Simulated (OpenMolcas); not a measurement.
**BSiH3OF2 (SMILES FB(F)O[SiH3]): the HOMO–LUMO gap, rung by rung**

The species is BSiH3OF2 (8 atoms), meant as a singlet with charge 0. SMILES: `FB(F)O[SiH3]`. Geometry: relaxed at PBE0-D4/def2-TZVP.

Quantity: the HOMO–LUMO gap, in eV. The values are calculated.

```tsv
level	kind	program	value (eV)	CPU time
PBE/cc-pVDZ	GGA	OpenMolcas	7.41	38 s
M06-L/cc-pVDZ	meta-GGA	OpenMolcas	8.51	46 s
TPSS/cc-pVDZ	meta-GGA	OpenMolcas	7.88	50 s
r2SCAN/cc-pVDZ	meta-GGA	OpenMolcas	8.24	47 s
B3LYP/cc-pVDZ	global hybrid	OpenMolcas	9.35	31 s
BHLYP/cc-pVDZ	global hybrid	OpenMolcas	12.13	34 s
M06-2X/cc-pVDZ	hybrid meta-GGA	OpenMolcas	12.04	42 s
PBE0/cc-pVDZ	global hybrid	OpenMolcas	9.80	31 s
```

The values span 7.41 to 12.13 eV. Orbital gaps aren't excitation energies; they tend to grow with the share of exact exchange. CPU times are rough (shared hosts, several kinds of processor): they show what a rung costs within a factor of a few.
